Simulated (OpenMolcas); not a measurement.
A run on Cl3+.

```
Program             : OpenMolcas
Method              : XMS-CASPT2, IPEA 0.25 Eh, imaginary shift 0.1 Eh (closed shells correlated: 2s 2p)
Basis               : ANO-RCC-VTZP [5s4p2d1f]
Scalar Hamiltonian  : DKH2, point nucleus
Active space        : 4 electrons in 4 orbitals (3s 3p)
State averaging     : 2S+1 = 3 even, 6 roots; 2S+1 = 1 even, 12 roots; 2S+1 = 5 odd, 1 root; 2S+1 = 3 odd, 9 roots; 2S+1 = 1 odd, 8 roots
Spin-orbit coupling : RASSI with atomic mean-field integrals over the reference wave functions, term energies averaged over their components
```

First CASPT2 step and the start of its output:

```
&CASPT2
XMultistate=6 1 2 3 4 5 6
Frozen=1 0
IPEA=0.25
Imaginary=0.1
MaxIter=60
WThr=0.0 0.3 0.05
PrWF=0.5
NoMix
```

```
--- CASPT2 ---
Orbital specifications:
      -----------------------

      Symmetry species                           1   2
                                                ag  au
      Frozen orbitals                            1   0
      Inactive orbitals                          1   3
      Active orbitals                            1   3
      Secondary orbitals                        12  13
      Deleted orbitals                           0   0
      Number of basis functions                 15  19
Type of calculation                        XMS-CASPT2
      Fock operator                              state-average
      IPEA shift                                 0.25
      Real shift                                 0.00
      Imaginary shift                            0.10
      The input orbitals will be transformed to quasi-canonical
      The input states will be rotated to diagonalize the Fock operator
Reference energy:        -458.2135664121
      E2 (Non-variational):      -0.1012310311
      Shift correction:          -0.0001675560
      E2 (Variational):          -0.1013985871
      Total energy:            -458.3149649992
      Residual norm:              0.0000003003
      Reference weight:           0.96520
      Contributions to the CASPT2 correlation energy
      Active & Virtual Only:         -0.0809043077
      One Inactive Excited:          -0.0091629477
      Two Inactive Excited:          -0.0111637757
Reference energy:        -458.2135664121
      E2 (Non-variational):      -0.1009275843
      Shift correction:          -0.0001651674
      E2 (Variational):          -0.1010927517
      Total energy:            -458.3146591638
      Residual norm:              0.0000002998
      Reference weight:           0.96548
...
```

Over all roots the printed reference weights run from 0.70 to 0.99, and roots that are degenerate in the reference spread by up to 6000 cm-1.

Problem. Did the run give usable levels, and if not, why?

Solution. No. The equations converged, but the reference weight falls to 0.70 for at least one root against 0.99 for the best. A drop of that size marks an intruder state, so the energies of such roots and the levels built on them can't be trusted.
